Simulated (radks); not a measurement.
Charge is removed step by step from the 4s down level of the tantalum ion Ta+, starting from [Ar] 3d10 4s(up 1, down 1) 4p6 4d10 4f14 5s2 5p6 5d3 6s1. Calculated with a radial shooting solver on a logarithmic mesh with Libxc functionals: scalar-relativistic Kohn-Sham, PBE, spin-polarised, spherical densities, finite nucleus; open shells are filled with parallel spins first (spin-orbit coupling, left out, can overturn this in heavy ions); Fermi nuclear charge, rms radius 5.3507 fm.

removed (e)  E - E(0) (eV)  eigenvalue (eV)  E minus straight line (eV)
0                    0.000          -547.31                       0.000
0.25                137.38          -552.89                      -2.183
0.5                 276.18          -558.69                      -2.945
0.75                416.45          -564.68                      -2.232
1                   558.24          -570.84                       0.000

Removing the whole electron costs 558.24 eV by Delta-SCF, against 547.31 eV from minus the eigenvalue at the starting occupation. Slater's transition state (half an electron removed) gives 558.69 eV. Integrating minus the eigenvalue over the occupation (Janak's theorem) gives 558.82 eV. In this scalar-relativistic scheme the density is built from large components alone, so the theorem holds only approximately. The mean slope of the eigenvalue, de/dn, is 23.5 eV per electron.
